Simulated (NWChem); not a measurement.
System: BCl

```xyz
2

B      0.0000     0.0000    -1.2902
Cl     0.0000     0.0000     0.4290
```
Atoms are numbered in this order, from 1.

Program: NWChem. Pople sets run with spherical d functions. Coordinates come from a PBE0/def2-SVP optimisation. GIAO values for the isolated, static molecule; σ is the absolute isotropic shielding, δ = σ(reference) − σ with the isolated reference molecule computed at the same levels (11B: boron trifluoride).

Problem. Predict the results for Hartree-Fock/6-31G*. Quantities: δ B1 (ppm); σ Cl2 (ppm).

Solution. 
```json
{
  "δ B1 (ppm)": "130.0",
  "σ Cl2 (ppm)": "375.2"
}
```
